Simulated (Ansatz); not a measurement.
Total energies of FH3S2Si, SMILES `F[SiH2]SS`.

```xyz
7

F    -1.062   -1.693    1.369
Si   -0.090   -0.666    0.624
S    -1.273    0.923   -0.166
S     0.474    1.774   -0.871
H     0.873   -0.137    1.611
H     0.578   -1.385   -0.484
H     0.500    1.185   -2.082
```

Total charge 0; spin multiplicity 1. The geometry is a stationary point of PBE0-D4/def2-TZVP. It is one conformer, not always the lowest. Basis def2-TZVPP, Ansatz 0.2.0.

RPA on PBE orbitals: Hartree–Fock energy of these orbitals -1185.29392 Eh, correlation -1.19972 Eh (frozen core).

```tsv
functional	energy without D4 (Eh)	D4 term (kJ/mol)
PBE	-1187.10593	-18.6
revPBE	-1187.45163	-51.0
r2SCAN	-1187.57399	-4.1
B97M-V	-1187.38096	–
B3LYP	-1187.75058	-30.6
r2SCANh	-1187.56303	-4.5
r2SCAN0	-1187.54772	-5.0
HSE06 (plane-wave form)	-1187.17380	-14.8
BHLYP	-1187.65378	-25.7
CAM-B3LYP	-1187.69811	-16.1
LC-ωPBE	-1187.31986	–
ωB97X-V	-1187.49317	–
ωB97M-V	-1187.60466	–
PBE-QIDH	-1186.93282	–
```

**Question.** Give the same for LDA (SPW92), BLYP, PBE0, B2PLYP. (Best estimate.)

**Answer.** Computed: 
```tsv
functional	energy without D4 (Eh)	D4 term (kJ/mol)
LDA (SPW92)	-1183.14568	–
BLYP	-1187.67621	-40.8
PBE0	-1187.19907	-15.7
B2PLYP	-1187.26766	–
```

B3LYP takes the VWN-RPA correlation (the form of Gaussian; ORCA's B3LYP/G). HSE06 is the plane-wave form, built on full-range PBE exchange. The double hybrids freeze the cores in their second-order part.

LC-ωPBE has ω = 0.4 bohr⁻¹.
